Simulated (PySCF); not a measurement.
## Calculated NMR data

Theoretical values (PySCF 2.14.0 with density-fitted response routines): shieldings: GIAO PBE0/pcSseg-1, GFN2-xTB geometry, B3LYP/pcJ-1 coupling constants (spin–dipole term left out of most H,H and C,H couplings). Equivalent nuclei averaged, non-relativistic, single conformer, in vacuum.

δ = σ(ref) − σ, references computed at the same level: 1H (31.72 ppm), 13C (186.93 ppm) against TMS. Multiplet labels drop J under 1 Hz and among equivalent protons, and merge close values. Unscaled 3J(H,H) run several per cent high. Where no couplings were computed, multiplicities follow the n + 1 count of equivalent neighbours, and m marks all less simple cases (inequivalent or close neighbours, rings, F or P nearby). One-bond C–F couplings are unscaled and too large by tens of Hz. Shifts are as computed. Against solution values, carbons near 30 ppm lie about +3 ppm off and those near 130 ppm about +5 ppm. Of 1211 compounds with measured shifts, 218 miss one by over three times the rms of a fit or turn the order of signals round; such compounds aren't used in these exercises.

Compound 1 (C₃H₁₀OSi₂). 1H NMR (600 MHz, computed): δ 6.67 (m, 1H), 5.17 (t, 2H), 4.40 (m, 1H), 4.37 (m, 1H), 4.05 (t, 3H), -0.17 (m, 2H). 13C{1H} NMR (computed): δ 156.6, 94.7, -9.3. Structure: `C=CO[SiH2]C[SiH3]`.

Compound 2 (C₃H₅F₃). 1H NMR (600 MHz, computed): δ 2.08 (qq, J = 8.7, 8.1 Hz, 2H), 1.23 (t, J = 8.1 Hz, 3H). 13C{1H} NMR (computed): δ 136.4 (q, J = 343.4 Hz), 32.5 (q, J = 29.1 Hz), 9.0 (q, J = 2.7 Hz). Structure: SMILES CCC(F)(F)F.
